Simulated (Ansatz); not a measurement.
Total energies of N-butylpyridinium tetrafluoroborate (C₉H₁₄BF₄N) from Ansatz at PBE0-D4/def2-SVP, gas phase (1 Eh = 27.2114 eV = 2625.5 kJ/mol). The reference geometry is relaxed at r2SCAN-D4/def2-SVP.

```csv
state,geometry,energy (Eh)
charge 0 singlet,reference,-829.09415
charge 1 doublet,reference,-828.71657
charge -1 doublet,reference,-829.12546
charge -1 doublet,relaxed at r2SCAN-D4/def2-SVP,-829.14011
free C atom (triplet),–,-37.76066
free N atom (quartet),–,-54.47898
free H atom (doublet),–,-0.50029
free F atom (doublet),–,-99.54906
free B atom (doublet),–,-24.58932
```

(1) Work out the vertical ionisation energy to the doublet.

(2) Work out the vertical electron affinity, to the doublet.

(3) Give the fundamental gap IE − EA, the Mulliken electronegativity (IE + EA)/2 and the hardness (IE − EA)/2.

(4) How much does the charge -1 doublet relax, and what is the adiabatic electron affinity?

(5) What is the binding energy per atom against free atoms?

(1) E(charge 1 doublet) − E(charge 0 singlet) = -828.71657 − (-829.09415) = 0.37758 Eh = 10.27 eV. For comparison, −ε of the highest occupied level is 8.32 eV at this level, 1.95 eV less.

(2) E(charge 0 singlet) − E(charge -1 doublet) = -829.09415 − (-829.12546) = 0.03131 Eh = 0.85 eV. The basis lacks diffuse functions, which makes affinities too small.

(3) From the values in Eh: IE − EA = 0.37758 − 0.03131 = 0.34627 Eh = 9.42 eV; (IE + EA)/2 = 5.56 eV; (IE − EA)/2 = 4.71 eV. The HOMO–LUMO gap of the same run is 5.72 eV, 3.70 eV smaller than the fundamental gap.

(4) Relaxation: -829.12546 − (-829.14011) = 0.01465 Eh = 0.40 eV. Adiabatic electron affinity: 0.04596 Eh = 1.25 eV, without zero-point energy. 

(5) Atoms: 9 × (-37.76066) + 1 × (-54.47898) + 14 × (-0.50029) + 4 × (-99.54906) + 1 × (-24.58932) = -824.11454 Eh. Binding: -824.11454 − (-829.09415) = 4.97961 Eh = 135.50 eV, or 4.67 eV for each of 29 atoms (no zero-point energy, no counterpoise term).

At PBE0-D4/def2-SVP the highest occupied level of the charge -1 doublet lies above zero (up to 0.98 eV). By energy differences its removal costs 0.85 eV (vertical, to the charge 0 singlet, at PBE0-D4/def2-SVP); self-interaction error and the lack of diffuse functions both raise the level. At PBE0-D4/def2-SVP the highest occupied level of the relaxed charge -1 doublet lies above zero (up to 0.06 eV). By energy differences its removal costs 1.25 eV (each at its own geometry, to the charge 0 singlet, at PBE0-D4/def2-SVP); self-interaction error and the lack of diffuse functions both raise the level.
